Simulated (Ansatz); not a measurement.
Several settings on one geometry of NbH4 (that of the charge 0 doublet, r2SCAN-D4/def2-TZVP). Ansatz on 4 threads of Intel Xeon Platinum 8488C on a shared host; times are rough.

Cartesian coordinates in Å:
```
Nb 0.000 0.000 0.000
H 0.062 -0.017 1.760
H 1.674 0.010 -0.548
H -0.872 1.411 -0.592
H -0.863 -1.405 -0.619
```

Totals from different functionals, basis sets or treatments of relativity can't be compared as stabilities.

In the def2 sets Nb takes a core potential; there is no spin–orbit coupling.

The spins typed aren't always the lowest for that charge.

Task: Give the basis size and estimate the energy, ⟨S²⟩ and time of these runs.

```
run                      method  charge    state                                                                   further keys
  1      UKS r2SCAN-D4/def2-SVP       0  doublet  final_grid: {core_spheres: 20, valence_spheres: 16, degree: 47}; forces asked
  2  ROKS PBE0-D3(BJ)/def2-TZVP       0  doublet           nuclear_model: gaussian; scf: {omitted_lower_state_checks: [starts]}
  3          RKS PBE0/def2-SVPD      -1  singlet                                                                              –
```

Result: 
```tsv
run	functions	energy (Eh)	⟨S²⟩	wall time
1	51	-59.2562	0.76	3.4 s
2	64	-59.2287	–	2.5 s
3	66	-59.2162	–	1.8 s
```

The restricted singlet is unstable towards broken spin symmetry in Hartree–Fock (as tested in another run); at RKS PBE0/def2-SVPD this wasn't settled.
